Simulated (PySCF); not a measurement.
From one molecule to another.

First species: C2H6O3Si.
Z-matrix (Å and degrees, GFN2-xTB geometry), rows numbered from 1:
```
C 
C   1  1.5050
O   2  1.2076  1  123.85
O   2  1.3187  1  112.66  3  -179.28
Si  4  1.6797  2  127.89  1   178.70
O   5  1.6115  4  110.85  2    -1.68
H   1  1.0859  2  110.02  3   -18.53
H   1  1.0889  2  108.38  3   100.71
H   1  1.0864  2  110.02  3  -141.04
H   5  1.4548  4  102.99  2   117.30
H   5  1.4542  4  102.87  2  -120.08
H   6  0.9654  5  116.42  4     2.35
```

Second species: C5H10S2.
SMILES: `C[C@@H]1CCCSS1`

Levels: PBE0/def2-SVPD for HOMO energy, LUMO energy, HOMO–LUMO gap and static isotropic polarisability; TDDFT PBE0/def2-SVPD for lowest singlet excitation; TDA PBE0/def2-SVPD for lowest triplet excitation (Tamm–Dancoff). Geometries: GFN2-xTB. Each structure is a single optimised conformer of the isolated species, non-relativistic unless stated; the electronic structure was computed with PySCF and density fitting.

Dipoles, sizes and rotational constants follow the conformer. The torsions of the flexible species, by atom-mapped SMILES:
- `[CH3:1][C:2](=[O:3])[O:4][SiH2:5][OH:6]`: C1–C2–O4–Si5 179°, C2–O4–Si5–O6 -2°, H–O6–Si5–O4 2°

The conformers of `C[C@@H]1CCCSS1` aren't listed.

```csv
property,column X,column Y
HOMO energy,-6.23 eV,-8.44 eV
LUMO energy,-0.38 eV,-0.22 eV
HOMO–LUMO gap,5.85 eV,8.22 eV
lowest singlet excitation,4.32 eV,5.91 eV
lowest triplet excitation (Tamm–Dancoff),3.66 eV,5.38 eV
static isotropic polarisability,96.7 au,58.3 au
```

Question: Which column belongs to which species?

Answer: Column X is the second species and column Y the first. The first has 12 atoms and 56 electrons, the second 17 and 72.

Question: How does each property change from the first species to the second?

Answer: HOMO energy +2.21 eV; LUMO energy -0.16 eV; HOMO–LUMO gap -2.37 eV; lowest singlet excitation -1.59 eV; lowest triplet excitation (Tamm–Dancoff) -1.72 eV; static isotropic polarisability +38.4 au.

On the first: The vertical singlet–triplet gap S1 − T1 is 0.53 eV (TDDFT singlet less Tamm–Dancoff triplet; S1: HOMO→LUMO, weight 0.98; T1: HOMO→LUMO, weight 0.97). The 6 singlets span 5.91 to 7.81 eV, and their oscillator strengths add up to 0.11.

On the second: The principal polarisabilities are 86.1, 99.3 and 104.7 au; their mean is the isotropic value. In wavenumbers S1 is 34900 cm⁻¹ (1 eV = 8065.54 cm⁻¹).
